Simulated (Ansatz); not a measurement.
Isolated molecules relaxed with PBE0-D4/def2-TZVP in Ansatz; ΔE leaves out vibrations. CBS: MP2 limit from def2 TZ/QZ plus the TZ coupled-cluster correction, frozen cores. This one scheme is used for every species. Functionals use def2-TZVPP. B3LYP here is the variant with VWN-RPA as its local correlation; programs differ in this. One conformer a species, not always the lowest.

`O[SiH2]CS` + `C=CF` → `C=C(F)[SiH2]O` + CH₃SH  (formal exchange of groups at the Si–C bond)

```json
{"level": "B3LYP-D4", "ΔE (kcal/mol)": "1.2", "difference from CCSD(T)/CBS": "-0.8"}
{"level": "ωB97X-V", "ΔE (kcal/mol)": "1.4", "difference from CCSD(T)/CBS": "-0.6"}
{"level": "ωB97M-V", "ΔE (kcal/mol)": "1.9", "difference from CCSD(T)/CBS": "-0.1"}
{"level": "r2SCAN", "ΔE (kcal/mol)": "1.6", "difference from CCSD(T)/CBS": "-0.4"}
{"level": "PBE0", "ΔE (kcal/mol)": "1.7", "difference from CCSD(T)/CBS": "-0.3"}
{"level": "B3LYP", "ΔE (kcal/mol)": "0.4", "difference from CCSD(T)/CBS": "-1.6"}
{"level": "HF/def2-TZVPP", "ΔE (kcal/mol)": "0.1", "difference from CCSD(T)/CBS": "-1.9"}
{"level": "HF/def2-QZVPP", "ΔE (kcal/mol)": "0.1", "difference from CCSD(T)/CBS": "-1.9"}
{"level": "SCS-MP2/def2-QZVPP", "ΔE (kcal/mol)": "1.6", "difference from CCSD(T)/CBS": "-0.4"}
{"level": "CCSD/CBS(def2)", "ΔE (kcal/mol)": "1.7", "difference from CCSD(T)/CBS": "-0.3"}
{"level": "CCSD(T)/CBS", "ΔE (kcal/mol)": "2.0", "difference from CCSD(T)/CBS": "0"}
```

Largest T1 diagnostic among the species: 0.012.

In def2-TZVPP, CCSD(T) changes the Hartree–Fock value by +1.8 kcal/mol (the triples alone add +0.2 kcal/mol) and MP2 by +2.3 kcal/mol. The D4 term adds +0.8 kcal/mol with B3LYP and +0.4 kcal/mol with PBE0; it sums over pairs of atoms, weighted by their polarisabilities, and B3LYP, whose exchange is more repulsive, gets the larger term.
